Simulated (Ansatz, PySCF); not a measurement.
Gas-phase reaction (SMILES): COB(C)OC [dimethoxy(methyl)borane] + F (HF) -> COB(F)OC + C (CH4); hydrogen fluoride cleaves one B-C bond, a model of a ligand-exchange step.

Each molecule is optimised on its own at B3LYP-D3(BJ)/def2-TZVP (Ansatz, a quantum-chemistry and plane-wave program), one conformer each, not searched for the lowest. Valence correlation only, unless marked. No spin-orbit coupling. No relativistic terms. Basis-set limits of correlation are two-point, X^-3; Hartree-Fock from the larger set. The bracket is a focal-point correction in the basis named. Thermal terms are rigid-rotor harmonic-oscillator values from B3LYP-D3(BJ) frequencies (Ansatz or PySCF) at 298.15 K and 1 atm. 1 Eh = 627.5095 kcal/mol.

| species | E, RI-MP2/CBS(cc-pVTZ,cc-pVQZ)+[CCSD(T)-MP2]/cc-pVTZ (Ansatz) (Eh) | E, B3LYP-D3(BJ)/def2-TZVPD (Ansatz + dftd3) (Eh) | H - E (Eh) |
|---|---|---|---|
| COB(C)OC | -294.80041 | -295.27220 | 0.13585 |
| F (HF) | -100.39237 | -100.49389 | 0.01259 |
| COB(F)OC | -354.78622 | -355.28319 | 0.10112 |
| C (CH4) | -40.46125 | -40.53958 | 0.04840 |

### Question
Work out ΔE and ΔH at 298.15 K at the first level, then ΔH at the second.

### Answer

1. ΔE = [(-354.78622) + (-40.46125)] - [(-294.80041) + (-100.39237)] = -0.05469 Eh = -34.3 kcal/mol at RI-MP2/CBS(cc-pVTZ,cc-pVQZ)+[CCSD(T)-MP2]/cc-pVTZ.
2. The terms H - E add up to 0.00108 Eh, so ΔH = (-0.05469 + (0.00108))×627.5095 = -33.6 kcal/mol.
3. At B3LYP-D3(BJ)/def2-TZVPD the same steps give ΔE = -35.6 and ΔH = -34.9 kcal/mol, a shift of -1.3 from the first level.
4. These values are not checked against measurement here, since the tables used lack a sound gas-phase enthalpy of formation for at least one species.
